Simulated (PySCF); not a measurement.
Gas-phase equilibrium of 1 mol HCl, 2.4 mol O2 at 1200 K and 0.133 bar, among 14 species (ClO, O2, HCl, O, HO2, H2O, H, HOCl, H2O2, O3, H2, Cl, Cl2, OH). Only gases are allowed; each row takes one source of thermochemistry for all species, and Cantera finds the minimum.

Energies from PySCF, thermal terms from the rigid-rotor harmonic-oscillator model, ideal gas at 1 bar. Table values come from the NASA 1993 polynomials. † marks an energy on the PBE0/def2-TZVP geometry and frequencies; other levels use their own. Open shells (unrestricted) among the columns below: ClO (multiplicity 2, electronic degeneracy 4), O2 (multiplicity 3), Cl (multiplicity 2, electronic degeneracy 6); the rest are closed-shell singlets. Spin-orbit splitting is ignored; it lowers the true energy and changes the entropy of ClO, Cl. The harmonic model lacks anharmonicity and excited electronic states, which grow with temperature; levels with a mode under 35 cm⁻¹ are left out. The table's entry may be an old estimate for ClO (not checked at source).

Molecules larger than those listed are left out.

With table thermochemistry: O2 0.70, HCl 0.22, H2O 0.040, Cl2 0.038, Cl 0.0025, ClO 3.0e-5.

How far does the composition move with the other sources (PBE/def2-SVP, PBE0/def2-QZVP†, PBE0/def2-SVP†, r2SCAN/def2-TZVP†, ωB97M-V/def2-TZVP†)?


```json
[
 {"thermochemistry": "table", "x O2": "0.70", "x HCl": "0.22", "x H2O": "0.040", "x Cl2": "0.038", "x Cl": "0.0025", "x ClO": "3.0e-5"},
 {"thermochemistry": "PBE/def2-SVP", "x O2": "0.71", "x HCl": "0.29", "x H2O": "0.0043", "x Cl2": "0.0040", "x Cl": "0.00055", "x ClO": "1.2e-6"},
 {"thermochemistry": "PBE0/def2-QZVP†", "x O2": "0.70", "x HCl": "0.25", "x H2O": "0.024", "x Cl2": "0.023", "x Cl": "0.0018", "x ClO": "2.3e-5"},
 {"thermochemistry": "PBE0/def2-SVP†", "x O2": "0.70", "x HCl": "0.29", "x H2O": "0.0040", "x Cl2": "0.0028", "x Cl": "0.0026", "x ClO": "6.5e-7"},
 {"thermochemistry": "r2SCAN/def2-TZVP†", "x O2": "0.70", "x HCl": "0.27", "x H2O": "0.011", "x Cl2": "0.0099", "x Cl": "0.0013", "x ClO": "1.7e-5"},
 {"thermochemistry": "ωB97M-V/def2-TZVP†", "x O2": "0.70", "x HCl": "0.25", "x H2O": "0.023", "x Cl2": "0.023", "x Cl": "0.0016", "x ClO": "1.7e-5"}
]
```
The most sensitive of these is ClO: it spans a factor of 10^1.7 over these rows; at this temperature one factor of ten is RT ln 10 = 23 kJ/mol.
